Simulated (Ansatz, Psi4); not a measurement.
## Worked example: the enthalpy of formation of AlClF2 (SMILES [F][Al]([F])[Cl])

AlClF2 has 4 atoms, charge 0, and is taken as a singlet. As SMILES, `[F][Al]([F])[Cl]`. The coordinates come from a PBE0-D4/def2-TZVP relaxation.

```xyz
4

F     0.9972    0.7218    1.1496
Al    0.0693   -0.0508    0.0536
F     0.2735   -1.6538   -0.1647
Cl   -1.3400    0.9828   -1.0386
```

Total energies at TPSSh/def2-SVPD (Psi4 1.11); the atoms run unrestricted:

```tsv
species	state	energy (Eh)
AlClF2	singlet	-902.194067
F	doublet	-99.648904
Al	doublet	-242.290362
Cl	doublet	-460.012895
```

Harmonic wavenumbers at PBE0-D4/def2-TZVP, in cm⁻¹: 184, 234, 263, 511, 834, 953.

Measured heats of formation of the gaseous atoms at 298.15 K, in kJ/mol: F 79.4, Al 329.7, Cl 121.3. Spin-orbit lowering of the atoms at 298 K (mean of the ground term's levels less their thermal mean, from spectra), in kJ/mol: F 1.29, Al 0.17, Cl 3.44. Take 1 Eh = 2625.50 kJ/mol, 1 cm⁻¹ = 0.0119627 kJ/mol, RT = 2.479 kJ/mol.

Question: What heat of formation follows?

Answer: 
1. Electronic atomisation energy: 2 × (-99.648904) + (-242.290362) + (-460.012895) − (-902.194067) = 0.593002 Eh = 1556.9 kJ/mol.
2. Zero-point energy: half the sum of the wavenumbers, 1489.5 cm⁻¹ = 17.8 kJ/mol.
3. Thermal vibrational enthalpy, Σ hcν̃/(exp(hcν̃/kT) − 1): 5.0 kJ/mol. Translation, rotation and pV of a non-linear molecule: 4 RT = 9.9 kJ/mol.
4. The 4 free atoms carry 5/2 RT each: 24.8 kJ/mol.
5. Spin-orbit coupling lowers the free atoms by 2 × 1.29 + 0.17 + 3.44 = 6.2 kJ/mol.
6. Atomisation enthalpy at 298 K: 1556.9 − 6.2 − 17.8 − 5.0 − 9.9 + 24.8 = 1542.8 kJ/mol.
7. Sum of the atoms' heats of formation: 609.8 kJ/mol. Heat of formation: 609.8 − 1542.8 = -933.0 kJ/mol.

The tabulated value is -999.1 kJ/mol (NIST-JANAF tables), so this level is off by +66.1 kJ/mol, or 4.1 % of the atomisation enthalpy that the table implies (1608.9 kJ/mol). Anharmonicity and any spin-orbit splitting of the molecule are left out.
